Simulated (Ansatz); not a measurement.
Basis-set extrapolation for `C[O][AlH][CH2]F` (PBE0-D4/def2-TZVP geometry, frozen core, Ansatz). Multiplicity 1, RHF reference.

```tsv
	def2-TZVPP	def2-QZVPP
HF	-495.587610	-495.606938
MP2 correlation	-0.908790	-0.980926
CCSD(T) correlation	-0.977502	not run
```

Energies in hartree. Use E(X) = E(∞) + A·exp(−7.88·√X) for Hartree–Fock and E(X) = E(∞) + B·X^(−2.97) for correlation, with X = 3 and 4, and add CCSD(T) minus MP2 of the smaller set to the MP2 limit.

Problem. What is the CCSD(T) energy at the basis-set limit?

Solution. HF limit: -495.606938 + (-0.019328) × 0.13774 = -495.60960. MP2 limit: -0.980926 + (-0.072136) × 0.74074 = -1.03436. Higher-order term: -0.977502 − (-0.908790) = -0.06871. Total: -496.71267 hartree, 92.6 kcal/mol below CCSD(T)/def2-TZVPP.
